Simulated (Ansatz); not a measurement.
C2H7GeN can be A, `C[N]1[CH2][GeH2]1`, or B, `C/N=[CH]\[GeH3]`.

Gas-phase electronic energies from Ansatz, PBE0-D4/def2-TZVP geometries. CCSD(T)/CBS is the MP2 limit (def2-TZVPP, def2-QZVPP) plus CCSD(T) − MP2 in def2-TZVPP, frozen cores. Functionals use def2-TZVPP. B3LYP here is the variant with VWN-RPA as its local correlation; programs differ in this. For Ge outer-core shells are correlated without core-valence functions, which leaves a few kJ/mol of doubt a bond. Scalar relativity is left out up to krypton.

(1) Which is lower in electronic energy at CCSD(T)/CBS, and by how much? (Best estimate.)

(2) Give E(B) − E(A) in kJ/mol with MP2/def2-TZVPP, B3LYP-D4, B3LYP, ωB97M-V, B2PLYP, CCSD(T)/def2-TZVPP, r2SCAN-D4. (Best estimate.)

Largest T1 diagnostic: 0.012.

Results:

(1) Ansatz gave: B, by 46.4 kJ/mol.

(2) Ansatz gave: MP2/def2-TZVPP -38.9, B3LYP-D4 -63.1, B3LYP -64.0, ωB97M-V -53.1, B2PLYP -56.7, CCSD(T)/def2-TZVPP -54.1, r2SCAN-D4 -49.3. None reverses the order clearly.

In def2-TZVPP, CCSD(T) changes the Hartree–Fock value by +30.5 kJ/mol (the triples alone add +2.7 kJ/mol) and MP2 by +45.7 kJ/mol.
